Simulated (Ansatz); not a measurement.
Reaction (ligand exchange at the Sn–Br bond): `[OH][Sn][Br]` + H–F → `[OH][Sn][F]` + HBr

Gas-phase electronic energies from Ansatz, PBE0-D4/def2-TZVP geometries. CCSD(T)/CBS is the MP2 limit (def2-TZVPP, def2-QZVPP) plus CCSD(T) − MP2 in def2-TZVPP, frozen cores. This one scheme is used for every species. DFT in def2-TZVPP. B3LYP here is the variant with VWN-RPA as its local correlation; programs differ in this. HSE06 is defined as in plane-wave codes. def2 core potentials past Kr. For Br, Sn outer-core shells are correlated without core-valence functions, which leaves a few kJ/mol of doubt a bond. Scalar relativity is left out up to krypton. One conformer a species, not always the lowest.

| level | ΔE (kJ/mol) | difference from CCSD(T)/CBS |
| --- | --- | --- |
| PBE-D4 | 38.4 | -4.4 |
| r2SCAN-D4 | 36.3 | -6.5 |
| r2SCAN0-D4 | 44.6 | 1.8 |
| HSE06-D4 | 47.2 | 4.4 |
| CAM-B3LYP-D4 | 29.5 | -13.3 |
| ωB97X-V | 31.0 | -11.8 |
| B2PLYP | 35.5 | -7.3 |
| PBE-QIDH | 46.9 | 4.1 |
| B3LYP | 32.8 | -10.0 |
| CAM-B3LYP | 26.5 | -16.3 |
| LC-ωPBE | 27.4 | -15.4 |
| RPA@PBE/def2-TZVPP | 32.6 | -10.2 |
| CCSD(T)/def2-SVP | 34.3 | -8.5 |
| MP2/def2-TZVPP | 45.6 | 2.8 |
| CCSD/def2-TZVPP | 39.3 | -3.5 |
| CCSD(T)/def2-TZVPP | 39.3 | -3.5 |
| CCSD(T)/CBS | 42.8 | 0 |

Largest T1 diagnostic among the species: 0.018.

From r2SCAN to r2SCAN0 (25 % exact exchange), in def2-TZVPP and without D4, ΔE moves by +8.0 kJ/mol. The D4 term adds +5.2 kJ/mol with B3LYP and +2.7 kJ/mol with PBE0; it sums over pairs of atoms, weighted by their polarisabilities, and B3LYP, whose exchange is more repulsive, gets the larger term.
